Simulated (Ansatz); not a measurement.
Start from `C[S][AlH2]` and change one atom or group to get `C[S][GaH2]`.

Ansatz, PBE0-D4/def2-TZVP geometries, multiplicity 1. 

Scalar relativity is left out up to krypton.

| property | `C[S][AlH2]` |
| --- | --- |
| size of the dipole moment (PBE/def2-TZVPP) / D | 1.43 |
| LUMO energy (PBE0/def2-TZVPP) / eV | -1.28 |
| HOMO energy (ωB97M-V/def2-TZVPP) / eV | -9.38 |
| LUMO energy (PBE/def2-TZVPP) / eV | -2.02 |
| HOMO–LUMO gap (B3LYP/def2-TZVPP) / eV | 5.51 |
| HOMO energy (B3LYP/def2-TZVPP) / eV | -6.98 |

(1) What does the change do to each property? (Estimate.)

Answers

(1) The calculation gave: 
```tsv
property	`C[S][GaH2]`	shift
size of the dipole moment (PBE/def2-TZVPP) / D	1.37	-0.06
LUMO energy (PBE0/def2-TZVPP) / eV	-1.36	-0.08
HOMO energy (ωB97M-V/def2-TZVPP) / eV	-9.27	0.11
LUMO energy (PBE/def2-TZVPP) / eV	-2.12	-0.10
HOMO–LUMO gap (B3LYP/def2-TZVPP) / eV	5.29	-0.22
HOMO energy (B3LYP/def2-TZVPP) / eV	-6.91	0.07
```

With PBE0 the HOMO rises by 0.10 eV and the LUMO falls by 0.08 eV, so the gap narrows by about 0.18 eV. PBE moves the HOMO by 0.08 eV and ωB97M-V by 0.11 eV. Dipoles are sizes alone; their direction can turn.

B3LYP here is the variant with VWN-RPA as its local correlation; programs differ in this.
